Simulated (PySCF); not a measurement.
C₂H₇FSi₂, SMILES F/C=C\[SiH2][SiH3].

Coordinates come from a B3LYP-D3(BJ)/def2-SVP optimisation. The structure was generated by enumeration; whether it is a known compound was not checked. One conformer was computed; it need not be the lowest.

Two levels are set side by side: TDDFT-PBE/def2-SVPD (PySCF) and TDDFT-M06-2X/def2-SVPD (PySCF). Vertical, same geometry. The lowest singlet is HOMO→LUMO 73 %, HOMO−1→LUMO 24 % with PBE and HOMO→LUMO 92 % with the other functional; states are paired by order. Differences are taken from unrounded values.

```
quantity                               TDDFT-M06-2X  TDDFT-PBE  TDDFT-PBE minus TDDFT-M06-2X
-------------------------------------  ------------  ---------  ----------------------------
lowest singlet excitation (eV)                 6.35       5.58                         -0.78
lowest triplet excitation (TDA) (eV)           4.43       4.09                         -0.33
first bright state (f over 0.05) (eV)          6.35       5.58                         -0.78
its oscillator strength                        0.26       0.16                         -0.10
```

Functionals without exact exchange tend to place singlet excitations lower, as here. Differences between two approximate levels are no errors against the true value.

Rough cost on one machine, each run with all the roots and properties that it gave: TDDFT-M06-2X against TDDFT-PBE about 20 times.
